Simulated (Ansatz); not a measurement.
Basis-set extrapolation for `Cc1cccc(O)c1C` (PBE0-D4/def2-TZVP geometry, frozen core, Ansatz 0.2.0). Multiplicity 1, RHF reference.

```tsv
	def2-TZVPP	def2-QZVPP
HF	-383.777254	-383.793861
MP2 correlation	-1.537707	-1.638524
CCSD(T) correlation	-1.653141	not run
```

Energies in hartree. Use E(X) = E(∞) + A·exp(−7.88·√X) for Hartree–Fock and E(X) = E(∞) + B·X^(−2.97) for correlation, with X = 3 and 4, and add CCSD(T) minus MP2 of the smaller set to the MP2 limit.

Problem. What is the CCSD(T) energy at the basis-set limit?

Solution. HF limit: -383.793861 + (-0.016607) × 0.13774 = -383.79615. MP2 limit: -1.638524 + (-0.100817) × 0.74074 = -1.71320. Higher-order term: -1.653141 − (-1.537707) = -0.11543. Total: -385.62478 hartree, 510.4 kJ/mol below CCSD(T)/def2-TZVPP.
